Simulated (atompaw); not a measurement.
# Before and after: PAW (atompaw) potential for K

potassium, PAW, made with atompaw 4.2.0.5 (PBEsol, scalar-relativistic). Core [Ne], reference 3s2 3p6 4s1 4p0. Waves: 3s (bound): rc 1.90 bohr; 4s (bound): rc 2.30 bohr; 3p (bound): rc 2.05 bohr; 4p (bound, empty): rc 2.30 bohr; 3d channel at -0.05 Ry: rc 2.30 bohr; 3d channel at 1.2 Ry: rc 2.10 bohr. Local part: vpsmatchnc scheme with l = 3 at 0.5 Ry, radius 1.80 bohr. Core correction: smooth core density matched at 2.05 bohr. Augmentation charge: sinc compensation charge, radius 1.65 bohr; PAW radius 2.30 bohr; waves and projectors: custom polynom vanderbiltortho.

All-electron outer shells of the reference configuration (PBEsol, scalar-relativistic, ld1.x):

```tsv
shell	level (eV)	outermost node (bohr)	outermost maximum (bohr)
2s	-352.86	0.11	0.32
2p	-279.90	–	0.26
3s	-35.27	0.48	1.08
3p	-18.80	0.45	1.15
4s	-2.30	1.59	4.23
4p	-0.79	1.88	5.71
```

Change: augmentation sinc compensation charge, radius 1.65 bohr; PAW radius 2.30 bohr; waves and projectors: custom polynom2 7 10 vanderbiltortho.

Cutoffs: the cutoffs (Ry, on a coarse ladder) from which the occupation-weighted sum of valence levels, in a spherical-Bessel basis at the reference potential, stays within 10 and 1 mRy of its value at 400 Ry; they do not see the model core or the augmentation charge, which bear on the density cutoff.

Problem. What does the change do?

Solution. The potential gets softer (18 Ry and 30 Ry → 18 Ry and 25 Ry); the range in which the d phases agree narrows (upper end at the end of the scan → 2.7); neither file shows a bound ghost.

| quantity | base | changed |
| --- | --- | --- |
| cutoff, loose | 18 Ry | 18 Ry |
| cutoff, tight | 30 Ry | 25 Ry |
| loose cutoff by channel (10 mRy a level) | s 10 Ry, p 15 Ry | s 12 Ry, p 15 Ry |
| bound ghosts | none | none |
| s: phases at 2.30 bohr within 0.05 rad from the reference energy up to (Ry; the scan ends near 5) | 1.4 | 1.0 |
| p: phases at 2.30 bohr within 0.05 rad from the reference energy up to (Ry; the scan ends near 5) | 1.6 | 1.2 |
| d: phases at 2.30 bohr within 0.05 rad from the reference energy up to (Ry; the scan ends near 5) | to the end of the scan | 2.7 |
| lowest overlap eigenvalue by channel | s 0.77, p 0.78, d 1.00 | s 0.59, p 0.58, d 1.00 |

 The cutoffs see the waves, projectors and local potential, not the compensation charge or the core.
